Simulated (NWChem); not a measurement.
Everything below was run with NWChem. System: HClPb, charge 1, spin multiplicity 2, at the geometry of a parent with another charge or spin, in a state set for the comparison that need not be this species' ground state. Its SCF solution wasn't tested for a lower state. Level: UPBE/def2-TZVPD with def2 effective core potentials on Pb.

Job file:

```
start mol
memory heap 200 mb stack 900 mb global 1100 mb
charge 1
geometry units angstroms nocenter noautoz
  Pb    -0.297567     0.304411     0.000000
  H      1.005143     1.670999     0.000000
  Cl     1.376195    -1.566630     0.000000
  symmetry group Cs
end
basis spherical
  * library def2-tzvpd
end
ecp
  Pb library def2-ecp
end
dft
  xc xpbe96 cpbe96
  odft
  mult 2
  semidirect memsize 60000000 filesize 0
  iterations 100
end
task dft energy
```

Output (cleaned and shortened):

```
             Northwest Computational Chemistry Package (NWChem) 7.3.0
             --------------------------------------------------------

                                NWChem Input Module
                                -------------------

 Scaling coordinates for geometry "geometry" by  1.889725989
 (inverse scale =  0.529177249)

 Turning off AUTOSYM since
 SYMMETRY directive was detected!

                             Geometry "geometry" -> ""
                             -------------------------

 Output coordinates in angstroms (scale by  1.889725989 to convert to a.u.)

  No.       Tag          Charge          X              Y              Z
 ---- ---------------- ---------- -------------- -------------- --------------
    1 Pb                  82.0000    -0.29756700     0.30441100     0.00000000
    2 H                    1.0000     1.00514300     1.67099900     0.00000000
    3 Cl                  17.0000     1.37619500    -1.56663000     0.00000000

 Effective nuclear repulsion energy (a.u.)     319.5865852053

            Nuclear Dipole moment (a.u.)
            ----------------------------
        X                 Y               Z
 ---------------- ---------------- ----------------
    -0.0000680301    -0.0000170075     0.0000000000

      Symmetry information
      --------------------

 Group name             Cs
 Group number              2
 Group order               2
 No. of unique centers     3

      Symmetry unique atoms

     1    2    3


 Summary of "ao basis" -> "" (spherical)
 ------------------------------------------------------------------------------
       Tag                 Description            Shells   Functions and Types
 ---------------- ------------------------------  ------  ---------------------
 *                         def2-tzvpd                 on all atoms

 Summary of "ao basis" -> "ao basis" (spherical)
 ------------------------------------------------------------------------------
       Tag                 Description            Shells   Functions and Types
 ---------------- ------------------------------  ------  ---------------------
 Pb                        def2-tzvpd               18       56   7s5p4d2f
 H                         def2-tzvpd                5        9   3s2p
 Cl                        def2-tzvpd               16       46   6s6p3d1f

 Summary of "ao basis" -> "ao basis" (spherical)
 ------------------------------------------------------------------------------
       Tag                 Description            Shells   Functions and Types
 ---------------- ------------------------------  ------  ---------------------
 Pb                        def2-tzvpd               18       56   7s5p4d2f
 H                         def2-tzvpd                5        9   3s2p
 Cl                        def2-tzvpd               16       46   6s6p3d1f

      Symmetry analysis of basis
      --------------------------

        a'         75
        a"         36

            General Information
            -------------------
          SCF calculation type: DFT
          Wavefunction type:  spin polarized.
          No. of atoms     :     3
          No. of electrons :    39
           Alpha electrons :    20
            Beta electrons :    19
          Charge           :     1
          Spin multiplicity:     2
          Use of symmetry is: on ; symmetry adaption is: on
          Maximum number of iterations: 100
          AO basis - number of functions:   111
                     number of shells:    39
[...]
    83      0.536502  3 Cl pz                86      0.318461  3 Cl pz
    80      0.248934  3 Cl pz                74     -0.206302  3 Cl pz
    19      0.111727  1 Pb pz                13     -0.103195  1 Pb pz
    77     -0.092594  3 Cl pz                16      0.086930  1 Pb pz
    24      0.041631  1 Pb d -1              26      0.040817  1 Pb d  1

 Vector   20  Occ=0.000000D+00  E=-4.441807D-01  Symmetry=a'
              MO Center=  5.2D-01,  1.4D-01,  7.9D-16, r^2= 4.0D+00
   Bfn.  Coefficient  Atom+Function         Bfn.  Coefficient  Atom+Function
  ----- ------------  ---------------      ----- ------------  ---------------
    81      0.309072  3 Cl px                 5      0.302023  1 Pb s
    58     -0.262028  2 H  s                 11      0.236896  1 Pb px
    17     -0.237557  1 Pb px                 3     -0.218702  1 Pb s
    14     -0.206885  1 Pb px                84      0.194149  3 Cl px
     6      0.185513  1 Pb s                 59     -0.178556  2 H  s

 Vector   21  Occ=0.000000D+00  E=-3.517758D-01  Symmetry=a"
              MO Center= -1.9D-01,  2.5D-01, -4.1D-14, r^2= 3.2D+00
   Bfn.  Coefficient  Atom+Function         Bfn.  Coefficient  Atom+Function
  ----- ------------  ---------------      ----- ------------  ---------------
    19      0.600365  1 Pb pz                13     -0.460176  1 Pb pz
    16      0.405287  1 Pb pz                83     -0.166780  3 Cl pz
    22      0.152900  1 Pb pz                86     -0.117432  3 Cl pz
    10      0.095226  1 Pb pz                80     -0.080536  3 Cl pz
    74      0.062658  3 Cl pz                77      0.028491  3 Cl pz

 Vector   22  Occ=0.000000D+00  E=-2.750660D-01  Symmetry=a'
              MO Center= -1.2D-01,  2.0D-01, -5.4D-15, r^2= 4.4D+00
   Bfn.  Coefficient  Atom+Function         Bfn.  Coefficient  Atom+Function
  ----- ------------  ---------------      ----- ------------  ---------------
    18      0.451736  1 Pb py                17     -0.389897  1 Pb px
    12     -0.305790  1 Pb py                15      0.266045  1 Pb py
    11      0.256099  1 Pb px                 5     -0.233788  1 Pb s
    21      0.226921  1 Pb py                14     -0.222134  1 Pb px
    82      0.216912  3 Cl py                81     -0.195592  3 Cl px

   alpha - beta orbital overlaps
   -----------------------------

   alpha      1      2      3      4      5      6      7      8      9     10
    beta      1      2      3      4      5      6      7      8      9     10
 overlap   1.000  1.000  0.856  0.856  1.000  1.000  1.000  0.981  0.981  0.953

   alpha     11     12     13     14     15     16     17     18     19     20
    beta     12     11     13     14     15     16     17     18     19     20
 overlap   0.953  0.954  0.954  1.000  1.000  0.997  0.870  0.880  1.000  0.942

   alpha     21     22     23     24     25     26     27     28     29     30
    beta     21     22     23     24     25     26     28     27     29     30
 overlap   1.000  1.000  0.989  0.994  0.997  0.996  0.918  0.997  0.922  0.997

   alpha     31     32     33     34     35     36     37     38     39     40
    beta     31     32     33     34     35     36     37     38     39     40
 overlap   0.996  0.980  0.977  0.990  0.996  0.992  0.979  0.964  0.994  0.977

   alpha     41     42     43     44     45     46     47     48     49     50
    beta     41     42     43     44     45     46     47     48     49     50
 overlap   0.990  0.973  0.764  0.997  0.757  0.986  1.000  0.982  0.987  0.991

   alpha     51     52     53     54     55     56     57     58     59     60
    beta     51     52     53     54     55     56     57     59     58     60
 overlap   0.989  1.000  0.915  0.919  0.993  0.988  0.981  0.988  0.987  0.990

   alpha     61     62     63     64     65     66     67     68     69     70
    beta     61     62     63     64     65     66     67     68     69     70
 overlap   0.993  0.987  0.997  0.995  0.995  1.000  0.995  0.993  0.992  0.997

   alpha     71     72     73     74     75     76     77     78     79     80
    beta     71     72     73     74     75     76     77     79     78     83
 overlap   0.999  0.997  0.996  0.996  1.000  0.999  0.998  0.980  0.997  0.944

   alpha     81     82     83     84     85     86     87     88     89     90
    beta     80     81     82     84     86     85     87     88     89     90
 overlap   0.998  0.986  0.997  0.980  0.980  0.998  0.989  0.989  0.995  0.985

   alpha     91     92     93     94     95     96     97     98     99    100
    beta     91     92     93     94     95     96     97     98     99    100
 overlap   0.994  0.992  0.982  0.990  1.000  0.999  1.000  0.997  0.998  0.984

   alpha    101    102    103    104    105    106    107    108    109    110
    beta    101    102    104    103    105    106    107    108    109    110
 overlap   0.984  0.998  1.000  1.000  1.000  1.000  1.000  1.000  1.000  1.000

   alpha    111
    beta    111
 overlap   1.000

     --------------------------
     Expectation value of S2:
     --------------------------
      <S2> =      0.7567 (Exact =     0.7500)

 center of mass
 --------------
 x =  -0.09876490 y =   0.07909855 z =   0.00000000

 moments of inertia (a.u.)
 ------------------
         383.832737694556         328.556109510108           0.000000000000
         328.556109510108         303.523750921067           0.000000000000
           0.000000000000           0.000000000000         687.356488615623

     Multipole analysis of the density
     ---------------------------------

     L   x y z        total         alpha         beta         nuclear
     -   - - -        -----         -----         ----         -------
     0   0 0 0      1.000000    -20.000000    -19.000000     40.000000

     1   1 0 0     -0.498789    -17.735748    -16.502179     33.739138
     1   0 1 0      0.832161     17.417224     17.930156    -34.515220
     1   0 0 1      0.000000     -0.000000      0.000000      0.000000

     2   2 0 0    -25.058194    -78.530748    -72.067650    125.540204
     2   1 1 0     -0.630258     65.490929     65.883306   -132.004493
     2   1 0 1      0.000000     -0.000000      0.000000      0.000000
     2   0 2 0    -24.652538    -99.698714    -91.202913    166.249090
     2   0 1 1     -0.000000      0.000000     -0.000000      0.000000
     2   0 0 2    -25.521970    -13.219296    -12.302675      0.000000

 Task  times  cpu:        6.3s     wall:        6.3s

 Total times  cpu:        6.3s     wall:        6.3s
```
